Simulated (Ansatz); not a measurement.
CH5N (SMILES CN), charge 0, multiplicity 1, relaxed at each level with Ansatz (a program for electronic structure); harmonic frequencies from differences of analytic forces, average atomic masses, frozen cores.

```tsv
mode	HF/def2-TZVPP (cm⁻¹)	PBE/def2-TZVPP (cm⁻¹)	r2SCAN/def2-TZVPP (cm⁻¹)	B3LYP/def2-TZVPP (cm⁻¹)	PBE0/def2-TZVPP (cm⁻¹)	CCSD(T)/cc-pVDZ (cm⁻¹)
1	317	296	311	297	301	342
2	903	814	839	830	833	(withheld)
3	1041	946	976	975	974	979
4	1134	1039	1059	1055	1090	1072
5	1268	1134	1172	1170	1171	1199
6	1456	1306	1350	1347	1347	1366
7	1582	1405	1450	1460	1453	1453
8	1617	1444	1494	1497	1492	1491
9	1634	1466	1516	1518	1513	(withheld)
10	1795	1611	1661	1663	1661	1661
11	3119	2895	2958	2966	2988	2989
12	3195	2995	3060	3058	3080	3084
13	3227	3034	3101	3093	3119	(withheld)
14	3733	3414	3494	3502	3543	3463
15	3809	3493	3575	3577	3623	3544
```

Question: Modes are in rising order at each level. What belongs in the gaps?

Answer: 
- 9, CCSD(T)/cc-pVDZ (cm⁻¹): 1510
- 2, CCSD(T)/cc-pVDZ (cm⁻¹): 914
- 13, CCSD(T)/cc-pVDZ (cm⁻¹): 3126
